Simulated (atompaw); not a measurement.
**Tb (Z = 65): variants of one PAW (atompaw) potential**

Base potential:

terbium, PAW, made with atompaw 4.2.0.5 (PBE, scalar-relativistic). Core [Kr] 4d10, reference 4f8 5s2 5p6 5d0 6s0 6p0 (charge +3). Waves: 5s (bound): rc 2.00 bohr; 6s (bound, empty): rc 2.85 bohr; 5p (bound): rc 2.15 bohr; 6p (bound, empty): rc 2.85 bohr; 5d (bound, empty): rc 2.85 bohr; 5d channel at -1.45 Ry: rc 2.85 bohr; 4f (bound): rc 1.30 bohr; 4f channel at -1.2 Ry: rc 1.30 bohr. Local part: troulliermartins scheme with l = 4 at -0.5 Ry, radius 2.70 bohr. Core correction: smooth core density matched at 2.70 bohr. Augmentation charge: sinc compensation charge, radius 2.30 bohr; PAW radius 2.85 bohr; waves and projectors: custom rrkj gramschmidtortho.

Cutoffs, loose and tight: the cutoffs (Ry, on a coarse ladder) from which the occupation-weighted sum of valence levels, in a spherical-Bessel basis at the reference potential, stays within 10 and 1 mRy of its value at 400 Ry. They see the waves, projectors and local potential, not the compensation charge or the core. A dash means not determined.

```tsv
change	outcome	cutoff, loose	cutoff, tight	bound ghosts
base	generated	110 Ry	180 Ry	none
wave 5d channel at -1.45 Ry: rc 2.85 bohr becomes 5d channel at -1.58 Ry: rc 2.85 bohr	generated	110 Ry	180 Ry	none
core correction smooth core density matched at 1.72 bohr	generated	110 Ry	180 Ry	none
core [Kr] 4d10 5s2, valence charge 17; reference 4f9 5p6 5d0 6s2 6p0; waves now 6s (bound): rc 3.00 bohr; 6s channel at 4.75 Ry: rc 3.00 bohr; 5p (bound): rc 1.75 bohr; 6p (bound): rc 0.75 bohr; 5d (bound): rc 3.00 bohr; 5d channel at 0.85 Ry: rc 3.00 bohr; 4f (bound): rc 1.45 bohr; 4f channel at 1.1 Ry: rc 1.45 bohr; local potential troulliermartins scheme with l = 4 at -0.5 Ry, radius 2.60 bohr; core correction smooth core density matched at 2.55 bohr; augmentation sinc compensation charge, radius 2.30 bohr; PAW radius 3.00 bohr; waves and projectors: custom rrkj gramschmidtortho	failed: atompaw: The overlap operator has at least one negative eigenvalue!	–	–	–
all radii scaled by about 0.96 (s 1.92, p 2.06, d 2.74, f 1.24 bohr); local potential troulliermartins scheme with l = 4 at -0.5 Ry, radius 2.60 bohr; augmentation sinc compensation charge, radius 2.20 bohr; PAW radius 2.74 bohr; waves and projectors: custom rrkj gramschmidtortho; core correction smooth core density matched at 2.60 bohr	generated	120 Ry	200 Ry	none
augmentation sinc compensation charge, radius 2.30 bohr; PAW radius 2.85 bohr; waves and projectors: custom polynom gramschmidtortho	generated	120 Ry	200 Ry	none
reference 4f9 5s2 5p6 5d0 6s1 6p1	failed: atompaw: The overlap operator has at least one negative eigenvalue!	–	–	–
```
